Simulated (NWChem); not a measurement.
Species: CH6AlN; SMILES C[NH][AlH2]

```xyz
9

Al     0.0814    -1.2385     0.0005
H     -1.0178    -2.3839     0.0029
H      1.6511    -1.4790    -0.0008
N     -0.5021     0.4407    -0.0005
C      0.2481     1.6745    -0.0005
H     -1.5049     0.6068    -0.0018
H      0.0418     2.3007     0.8876
H      0.0465     2.2981    -0.8914
H      1.3289     1.4622     0.0027
```
Atoms are numbered in this order, from 1.

Program: NWChem. Pople sets run with spherical d functions. STO-3G and 3-21G are far too small for this property and stand as cheap habits. Coordinates come from a PBE0/def2-SVP optimisation. Field at 589 nm.

Order these runs by computing time, cheapest first, and give rough ratios: B3LYP/aug-cc-pVDZ; B3LYP/def2-SVPD; B3LYP/STO-3G; B3LYP/6-31G*.

B3LYP/STO-3G (1), B3LYP/6-31G* (5), B3LYP/def2-SVPD (10), B3LYP/aug-cc-pVDZ (50). Ratios are rough, from one shared machine; the cheapest took very roughly 7 core-seconds. What differs between the cheapest and the dearest: isotropic polarisability (bohr³) 21.8 → 57.3; anisotropy (bohr³) 17.3 → 20.7.
